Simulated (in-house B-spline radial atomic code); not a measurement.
Checks on a self-consistent run for Rb5+, [Ar] 3d10 4s2 (4p1/2)1 (4p3/2)1. Level of theory: Dirac-Hartree-Fock, average of the jj configuration, Fermi nucleus of rms radius 4.2036 fm; calculated with an all-electron radial atomic-structure program (B-spline basis).

```tsv
orbital	q	ε (Eh)	<1/r>	<r²>	small-component weight
1s1/2	2	-564.79579	37.8815	0.00218588	0.018065
2s1/2	2	-80.11861	8.53266	0.0370172	0.0036362
2p1/2	2	-72.63830	8.46719	0.0284684	0.0036041
2p3/2	4	-70.38060	8.15931	0.0298725	0.0035117
3s1/2	2	-15.12682	2.83882	0.29407	0.00090616
3p1/2	2	-12.38072	2.71828	0.302154	0.00084874
3p3/2	4	-12.01752	2.64625	0.313865	0.00082491
3d3/2	4	-7.24281	2.4137	0.324494	0.00070698
3d5/2	6	-7.17985	2.39541	0.328465	0.00070019
4s1/2	2	-3.69435	0.98569	2.03791	0.00017709
4p1/2	1	-3.05126	0.896697	2.42343	0.00015337
4p3/2	1	-3.00205	0.881293	2.49295	0.00015014
```

Electron-electron repulsion V_ee = 1067.6851 hartree.

(1) What total energy follows from the eigenvalues?

(2) Does the Dirac virial theorem hold?

(3) What diamagnetic shielding (Lamb formula) and susceptibility (Langevin formula) do the radii give?

Answers

(1) The eigenvalues count the repulsion twice, so E = Σqε - V_ee = -1905.205 - 1067.685 = -2972.890 hartree; the run printed -2972.890.

(2) For a point nucleus E = -2c²Σq·w, with w the small-component weight. Here Σq·w = 0.079154 and c = 137.0360, so the ratio E/(-2c²Σq·w) is 1.000018; the finite nucleus accounts for the departure from 1.

(3) σ = (α²/3)Σq<1/r> = 191.876/(3·137.036²) = 3405.9 ppm, and χ = -0.79199×10⁻⁶·Σq<r²> = -11.85×10⁻⁶ cm³/mol with Σq<r²> = 14.964 bohr². Both are non-relativistic formulas without the paramagnetism of open shells.
